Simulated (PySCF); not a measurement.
Choosing a molecule for a target property.

Species are written as SMILES; each is one conformer at its optimised geometry, gas phase, non-relativistic unless stated; the electronic structure was computed with PySCF and density fitting.

Dipoles, sizes and rotational constants follow the conformer. The torsions of the flexible species, by atom-mapped SMILES:
- `[CH3:1][CH:2]([CH3:3])[Si:4]([OH:5])([OH:6])[CH:7]1[CH2:8][CH2:9]1`: C1–C2–Si4–O5 175°, C2–Si4–C7–C8 -151°, H–O5–Si4–C2 62°, H–O6–Si4–C2 156°
- `[CH2:1]=[CH:2]/[P:3]=[C:4](\[CH:5]=[CH2:6])[C:7]([F:8])([F:9])[F:10]`: C1–C2–P3–C4 -138°, P3–C4–C5–C6 -178°, P3–C4–C7–F8 119°
- `[CH3:1][CH2:2][C:3](=[O:4])[SiH2:5][O:6][CH:7]([CH3:8])[CH3:9]`: C1–C2–C3–O4 -2°, C2–C3–Si5–O6 -2°, C3–Si5–O6–C7 -179°, Si5–O6–C7–C8 156°
- `[CH3:1][O:2][C@@H:3]1[O:4][CH2:5][C@@H:6]1[C:7]([Cl:8])([Cl:9])[Cl:10]`: C1–O2–C3–O4 -70°, C5–C6–C7–Cl8 -166°
- `[cH:1]1[cH:2][cH:3][c:4](-[c:5]2[cH:6][cH:7][cH:8][s:9]2)[cH:10][cH:11]1`: C3–C4–C5–C6 180°
- `[CH3:1][CH:2]([CH3:3])[CH2:4][PH:5][CH2:6][C:7]([F:8])([F:9])[F:10]`: C1–C2–C4–P5 176°, C2–C4–P5–C6 179°, C4–P5–C6–C7 82°, P5–C6–C7–F8 162°
- `[CH3:1][C:2]([CH3:3])([SiH3:4])[C:5](=[S:6])[CH2:7][F:8]`: C1–C2–C5–S6 -23°, C2–C5–C7–F8 39°

**Question.** Wanted: HOMO energy between -7.2 eV and -6.4 eV (PBE0/pcSseg-1) and HOMO–LUMO gap above 4.6 eV (PBE0/pcSseg-1), at GFN2-xTB geometries. Which candidate meets both?
A. `C1CC1[Si](O)(C(C)C)O`
B. `CO[C@@H]1OC[C@@H]1C(Cl)(Cl)Cl`
C. `CC(O[SiH2]C(CC)=O)C`
D. `CC#C/C=C/C#CC1=CC=CO1`
E. `FC(F)(/C(=P/C=C)C=C)F`
F. `s1cccc1-c1ccccc1`

**Answer.** C. Computed values:
```csv
species,HOMO energy,HOMO–LUMO gap
CO[C@@H]1OC[C@@H]1C(Cl)(Cl)Cl,-7.93 eV,7.35 eV
C1CC1[Si](O)(C(C)C)O,-7.34 eV,8.00 eV
FC(F)(/C(=P/C=C)C=C)F,-7.03 eV,4.21 eV
CC(O[SiH2]C(CC)=O)C,-6.66 eV,5.80 eV
s1cccc1-c1ccccc1,-6.21 eV,4.90 eV
CC#C/C=C/C#CC1=CC=CO1,-5.85 eV,4.09 eV
```

**Question.** Wanted: dipole moment between 1.7 D and 3 D (PBE0/pcSseg-1) and smallest rotational constant below 0.96 GHz (GFN2-xTB), at GFN2-xTB geometries. Which candidate meets both?
A. `CC(C)CPCC(F)(F)F`
B. `c1coc(C#C/C=C/C#CC)c1`
C. `CC(C)[Si](O)(O)C1CC1`
D. `C=C/P=C(\C=C)C(F)(F)F`
E. `CC(C)([SiH3])C(=S)CF`

**Answer.** A. Computed values:
| species | dipole moment | smallest rotational constant |
| --- | --- | --- |
| c1coc(C#C/C=C/C#CC)c1 | 0.62 D | 0.229 GHz |
| CC(C)[Si](O)(O)C1CC1 | 1.59 D | 0.924 GHz |
| CC(C)([SiH3])C(=S)CF | 1.90 D | 0.987 GHz |
| CC(C)CPCC(F)(F)F | 2.73 D | 0.465 GHz |
| C=C/P=C(\C=C)C(F)(F)F | 3.56 D | 0.618 GHz |
